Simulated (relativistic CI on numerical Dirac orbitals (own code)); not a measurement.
**Calculated levels, Pb XLIV**

Computed by Dirac-Coulomb-Breit CI, orbitals from a KLI potential per configuration, a model potential for QED, unscaled Slater integrals (own radial code, finite nucleus).

CI space (outside the closed core [Ar] 3d10): 4s²4p⁶4d³, 4s²4p⁶4d²4f, 4s²4p⁵4d⁴, 4s4p⁶4d⁴, 4s4p⁶4d³4f, 4s²4p⁶4d²5s, 4s²4p⁶4d4f5s, 4s²4p⁶4d²5p, 4s²4p⁶4d²5d, 4s²4p⁵4d³5s, 4s²4p⁶4d4f², 4s²4p⁶4f³, 4s4p⁶4d4f³, 4s²4p⁶4f²5s, 4s²4p⁶4f²5p, 4s²4p⁶4d5s², 4s²4p⁶4f5s², 4s4p⁶4d4f5s², 4s²4p⁶5s²5p. Double excitations out of closed p, d and f shells are left out; levels of such configurations are missing from the list, as are those of other unlisted configurations, and high levels can miss mixing partners. These lack a partner that the ground configuration has and come out too high: 4s²4p⁶4d²5d, 4s²4p⁵4d³5s.

The lowest level is 4s²4p⁶4d³ ⁴F3/2, with 44 % of that term; Hund's rules for 4s²4p⁶4d³ give ⁴F with J = 3/2, in agreement.

```
No.  Configuration  Term     J  E (cm⁻¹)    %  Lifetime (s)
  1      4s²4p⁶4d³    ⁴F   3/2         0   44              
  2      4s²4p⁶4d³    ⁴F   5/2    226260   82      3.66e-06
  3      4s²4p⁶4d³    ⁴P   3/2    247794   39      4.62e-06
  4      4s²4p⁶4d³    ²G   7/2    266859   49      1.02e-03
  5      4s²4p⁶4d³    ⁴P   1/2    267812   58      1.22e-05
  6      4s²4p⁶4d³    ²H   9/2    269421   46      8.73e+00
  7      4s²4p⁶4d³    ²D   5/2    352449   43      3.46e-05
  8      4s²4p⁶4d³    ⁴F   7/2    486742   66      2.02e-06
  9      4s²4p⁶4d³    ⁴F   9/2    506566   51      3.46e-06
 10      4s²4p⁶4d³    ⁴P   3/2    519294   40      1.72e-06
 11      4s²4p⁶4d³    ²P   1/2    530892   58      2.63e-06
 12      4s²4p⁶4d³    ⁴P   5/2    536145   39      3.25e-06
 13      4s²4p⁶4d³    ²H  11/2    545261  100      8.52e-06
 14      4s²4p⁶4d³    ²D   5/2    569380   43      5.34e-06
 15      4s²4p⁶4d³    ²F   7/2    574163   79      6.64e-06
 16      4s²4p⁶4d³    ²D   3/2    643384   78      3.34e-06
 17      4s²4p⁶4d³    ²G   9/2    764447   50      1.71e-06
 18      4s²4p⁶4d³    ²D   3/2    811476   43      1.62e-06
 19      4s²4p⁶4d³    ²D   5/2    849665   59      1.33e-06
 20     4p⁵4d⁴(3P)   ⁴P°   3/2   1514047   21      1.40e-10
 21     4p⁵4d⁴(5D)   ⁶D°   5/2   1706032   29      1.23e-10
 22     4p⁵4d⁴(5D)   ⁴P°   1/2   1742438   28      5.93e-11
 23     4p⁵4d⁴(3D)   ⁴D°   7/2   1744564   22      1.21e-10
 24     4p⁵4d⁴(3F)   ⁴F°   9/2   1750114   29      1.60e-10
 25     4p⁵4d⁴(3P)   ²D°   3/2   1752539   26      1.42e-10
 26     4p⁵4d⁴(3F)   ⁴G°  11/2   1776071   33      2.91e-10
 27     4p⁵4d⁴(1G)   ²G°   7/2   1779621   23      1.14e-10
 28     4p⁵4d⁴(5D)   ⁴F°   5/2   1800648   26      7.37e-11
 29     4p⁵4d⁴(3F)   ⁴D°   3/2   1810343   23      1.20e-10
 30     4p⁵4d⁴(3F)   ⁴D°   5/2   1828439   24      5.25e-11
```

Energies count from the lowest computed level; ° marks odd parity; lifetimes are radiative, by E1, M1, E2, M2, E3 decay to levels of this space only. Percentages are summed over parent terms; the parents shown are those of the largest component, closed shells are left out there.

The mean weight of the leading LS term, summed over parents, in these 30 levels is 45 %, and that of the leading jj configuration (from the same eigenvectors) 96 %, so jj coupling describes them better and the LS labels are nominal.

At this charge energies of transitions that change n are usually good to better than 1 %, and those within a shell (Δn = 0) to a few per cent.

LS names give the leading component of a level, which can be under half, so a name can repeat, a term be missing and a line seem to break the LS rules.
